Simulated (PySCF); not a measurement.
HI, SMILES I. Atoms are numbered in the order given.

```xyz
2

I      0.0000     0.0000    -0.0299
H      0.0000     0.0000     1.5855
```
Charge 0, spin multiplicity 1.

The structure is a stationary point at B3LYP-D3(BJ)/def2-TZVPD. The def2 effective core potentials stand for the cores of I; spin–orbit coupling is left out.

These are CAM-B3LYP/def2-TZVPD run with PySCF values and carry that method's errors.

The molecule is in vacuum.

Q: Estimate the frontier levels, gap, dipole moment and polarisability. (An estimate is asked for; the answer gives what the named calculation found.)

A: 
* **highest occupied level**: -9.24 eV
* **lowest empty level**: -0.05 eV
* **orbital gap**: 9.19 eV
* **dipole moment**: 0.45 D
* **quadrupole, principal values (traceless, Buckingham form, about the centre of nuclear charge)**: -2.27, -2.27, 4.54 D·Å
* **mean static polarisability**: 36.2 bohr³ (5.36 Å³)
* **polarisability, principal values**: 35.4, 35.4, 37.7 bohr³
